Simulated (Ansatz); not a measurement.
Cost and result up the ladder for Te₂Pb (3 atoms). The state is a singlet with charge 0. Geometry: r2SCAN-D4/def2-SVP.

Cartesian coordinates in Å:
```
Pb -0.813 0.663 1.264
Te 1.613 0.254 -0.162
Te -0.799 -0.917 -1.101
```

Ansatz on 4 threads of Arm Neoverse V1 on a shared host. Times are rough, and most runs start from the orbitals of an earlier one. CAM-B3LYP-D4/def2-TZVP serves as the yardstick here, not as an exact answer. Differences are given only for rows in sets of like size (and for xTB, whose basis is part of the method), since another set adds its own error. Binding counts from free atoms at the same level (Pb triplet, Te triplet; other spins of the atoms weren't run), without zero-point energy or a counterpoise term.

In the def2 sets Pb, Te take a core potential; there is no spin–orbit coupling. B3LYP takes the VWN-RPA correlation. Correlated methods freeze 12 core orbitals; core or outer-core shells of Pb, Te are correlated, in sets that lack core-valence functions. The structure comes from a short search, and lower isomers may exist.

Correlated methods converge slowly with the basis.

| level | functions | wall time | binding energy per atom (eV) | difference from CAM-B3LYP-D4/def2-TZVP (eV) |
| --- | --- | --- | --- | --- |
| PBE-D4/def2-SVP | 78 | 0.6 s | 2.25 | – |
| LDA (SPW92)/def2-TZVP | 150 | 0.7 s | 2.71 | 0.76 |
| PBE0-D4/def2-SVP | 78 | 1.1 s | 2.07 | – |
| PBE-D4/def2-TZVP | 150 | 1.1 s | 2.29 | 0.34 |
| PBE-D4/def2-TZVPD | 174 | 1.7 s | 2.30 | 0.35 |
| PBE0-D4/def2-TZVP | 150 | 1.9 s | 2.12 | 0.17 |
| MP2/def2-TZVP | 150 | 2 s | 2.11 | 0.16 |
| B3LYP-D4/def2-TZVP | 150 | 2.2 s | 2.10 | 0.15 |
| CAM-B3LYP-D4/def2-TZVP | 150 | 2.6 s | 1.95 | 0.00 |
| r2SCAN-D4/def2-TZVP | 150 | 2.6 s | 2.09 | 0.14 |
| r2SCAN-D4/def2-TZVPD | 174 | 3.4 s | 2.10 | 0.15 |
| RPA@PBE/def2-TZVP | 150 | 3.5 s | 1.79 | -0.16 |
| B97M-V/def2-TZVP (with forces) | 150 | 6 s | 2.13 | 0.18 |
| CCSD(T)/def2-TZVPP | 150 | 9 s | 1.97 | 0.02 |
